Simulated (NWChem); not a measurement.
# CH$_{6}$OSSi; SMILES [SiH2](OC)S

```xyz
10

Si    -0.8895     0.0335    -0.1028
S      0.4496     1.7027     0.1094
O     -0.2304    -1.4059     0.3885
C      0.9411    -1.9745    -0.1277
H     -2.0387     0.2799     0.8004
H     -1.2929    -0.0412    -1.5399
H      0.9828     1.5748    -1.1247
H      1.8059    -1.2945    -0.0228
H      1.1615    -2.8966     0.4306
H      0.8364    -2.2401    -1.1963
```
Atoms are numbered in this order, from 1.

Results from NWChem. Pople sets run with spherical d functions. Geometry: optimised at PBE0/def2-SVP. Level MN15/6-31G*: energy and gradient on several grids; changes count from the extra-fine grid, which is no exact limit either.

**Question.** Which is the coarsest grid (xcoarse; medium; fine; xfine; coarse) from which on the energy stays within 500 μHa and each gradient component within 500 μHa/bohr of xfine?

**Answer.** medium.
| grid | size of the energy change (μHa) | largest change of a gradient component (μHa/bohr) | time, medium = 1 (rough) |
|---|---|---|---|
| xcoarse | 10000 | 2000 | about 1 |
| coarse | 100 | 900 | about 1 |
| medium | 10 | 60 | about 1 |
| fine | < 10 | < 30 | about 1 |
| xfine | < 10 | < 30 | 3 |
